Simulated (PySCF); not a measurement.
C₂H₈FNSi₂, SMILES C1[SiH2][Si@@H]([C@H]1F)N. Atoms are numbered in the order given.

```xyz
14

N      2.4973     0.4298    -0.3561
Si     0.9416     0.0487     0.3118
Si    -0.9156     1.4814     0.4628
C     -1.6815    -0.2587     0.1248
C     -0.4907    -0.8888    -0.6241
F     -0.4906    -2.2838    -0.6165
H      3.2758    -0.2237    -0.2471
H      2.5811     0.9691    -1.2197
H      1.1846    -0.6780     1.6080
H     -1.1147     2.4221    -0.6975
H     -1.3645     2.1568     1.7287
H     -1.7921    -0.7576     1.1131
H     -2.6544    -0.3271    -0.4025
H     -0.5127    -0.5538    -1.6902
```
Charge 0, spin multiplicity 1.

Geometry: PBE-D3(BJ)/def2-SVP. The structure was generated by enumeration; whether it is a known compound was not checked. Other conformers were not sampled.

Method: PBE-D3(BJ)/def2-SVP run with PySCF.

Frequencies are harmonic and unscaled.

```
mode  ν (cm⁻¹)  IR (km/mol)   moving atoms (share of kinetic energy)
----  --------  -----------  ---------------------------------------
1          107          2.1  H 33 %, C 23 %, N 19 %, F 13 %, Si 12 %
2          142          0.6  H 30 %, N 21 %, Si 18 %, F 16 %, C 14 %
3          167          3.2   Si 34 %, N 25 %, H 22 %, F 11 %, C 8 %
4          229         22.7                  H 53 %, F 30 %, Si 10 %
5          272         63.6           H 59 %, Si 17 %, N 12 %, F 9 %
6          314         36.2           H 43 %, Si 27 %, F 14 %, N 9 %
7          338         85.7          H 59 %, N 13 %, C 11 %, Si 10 %
8          379          7.1                  H 43 %, C 37 %, Si 12 %
9          417         14.4                          Si 64 %, H 18 %
10         447         22.1                  H 46 %, Si 26 %, F 21 %
11         519          8.6                   H 79 %, Si 10 %, C 8 %
12         603         12.9                  H 40 %, C 31 %, Si 24 %
13         619         48.8                           H 82 %, C 11 %
14         665         10.7                   H 62 %, C 25 %, Si 9 %
15         682         33.5                  H 55 %, C 23 %, Si 19 %
16         721         22.3                           H 83 %, C 10 %
17         810         60.8                           H 69 %, C 24 %
18         848         32.9                  N 40 %, H 37 %, Si 23 %
19         875        176.2                  H 65 %, Si 18 %, N 14 %
20         904         77.2                          H 84 %, Si 10 %
21         951         16.7                           H 64 %, C 31 %
22        1004          0.4                           C 48 %, H 45 %
23        1034         48.1                   C 55 %, H 28 %, F 16 %
24        1094         56.3                   H 48 %, C 42 %, F 10 %
25        1189          1.7                           H 73 %, C 26 %
26        1299          7.8                           H 85 %, C 14 %
27        1376          5.3                           H 90 %, C 10 %
28        1485         35.4                           H 90 %, N 10 %
29        2147         76.7                                   H 97 %
30        2154         80.8                                   H 97 %
31        2169        110.7                                   H 96 %
32        2923         26.4                                   H 92 %
33        2980          6.2                                   H 95 %
34        3052          6.8                            H 91 %, C 9 %
35        3499         33.8                                   H 96 %
36        3599         30.1                            H 91 %, N 9 %
```
